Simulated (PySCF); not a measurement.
Vertical excitations of a molecule C4H8ClF from TDA-PBE/def2-SVPD (PySCF), as energy in eV (oscillator strength): 6.86 (0.003), 7.25 (0.003), 7.30 (0.026), 7.55 (0.002), 7.65 (0.006), 7.66 (0.006), 7.84 (0.014), 8.02 (0.010), 8.02 (0.031), 8.20 (0.051). Lowest triplet (TDA): 6.23 eV. Coordinates come from a B3LYP-D3(BJ)/def2-SVP optimisation. Other conformers were not sampled.

Problem. Pick the molecule that these values belong to.
A) C[C@H](F)CCCl
B) CCC[C@@H](F)Cl
C) CC[C@@H](F)CCl
D) CC[C@@](C)(F)Cl

Solution. B, CCC[C@@H](F)Cl
